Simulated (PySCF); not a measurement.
PySCF input file for C4H8O2S, SMILES O=S1(=O)CCCC1, IEF-PCM-PBE0/def2-SVP. The structure is a stationary point at PBE0-D3(BJ)/def2-SVP. Other conformers were not sampled.

```python
import numpy as np
from pyscf import gto, scf, dft
from pyscf.solvent import pcm

mol = gto.M(
    atom='''
    O     1.73066436    0.95363505   -0.49518585
    S     0.60937916    0.40935097    0.26316484
    O     0.52125562    0.58473706    1.71198875
    C    -0.98429344    0.92966303   -0.46219139
    C    -1.64909988   -0.34525275   -0.97445028
    C    -1.11936982   -1.52136432   -0.14347225
    C     0.38828678   -1.35318906   -0.09611270
    H    -1.52823590    1.40162952    0.36723405
    H    -0.76309661    1.67497296   -1.23646047
    H    -2.74510678   -0.27139168   -0.92598891
    H    -1.38170679   -0.50266237   -2.03171430
    H    -1.40996895   -2.49002390   -0.57551993
    H    -1.52464845   -1.47859522    0.88064032
    H     0.90430106   -1.90496090    0.70036063
    H     0.86989396   -1.54470250   -1.06625256
    ''',
    basis='def2-SVP',
    charge=0,
    spin=0,
    max_memory=1600,
    verbose=3,
)
mf = dft.RKS(mol, xc='pbe0').density_fit(auxbasis='def2-universal-jkfit')
mf.grids.level = 3
mf.conv_tol = 1e-9
mf.max_cycle = 100
mf.kernel()
res = {}
for name, eps in {'water': 78.355, 'chlorobenzene': 5.6968, 'toluene': 2.3741}.items():
    s = mf.PCM()
    s.with_solvent.method, s.with_solvent.eps, s.with_solvent.lebedev_order = 'IEF-PCM', eps, 17
    s.kernel(mf.make_rdm1())
    res[name] = (s.e_tot, eps, s.dip_moment(), s.mo_energy, s.converged)
    print(f'{name}: electrostatic solvation free energy {(s.e_tot - mf.e_tot) * 627.509474:.3f} kcal/mol')
```

Log of the run:

```
converged SCF energy = -704.981621329213

WARN: PCM is an experimental feature. It is still in testing.
Features and APIs may be changed in the future.

converged SCF energy = -704.998001069981
Dipole moment(X, Y, Z, Debye): -4.66752, -3.26700, -2.90190
water: electrostatic solvation free energy -10.278 kcal/mol

WARN: PCM is an experimental feature. It is still in testing.
Features and APIs may be changed in the future.

converged SCF energy = -704.99424122596
Dipole moment(X, Y, Z, Debye): -4.45083, -3.10846, -2.73313
chlorobenzene: electrostatic solvation free energy -7.919 kcal/mol

WARN: PCM is an experimental feature. It is still in testing.
Features and APIs may be changed in the future.

converged SCF energy = -704.989567568152
Dipole moment(X, Y, Z, Debye): -4.18058, -2.91447, -2.54203
toluene: electrostatic solvation free energy -4.986 kcal/mol
```

The run converged.
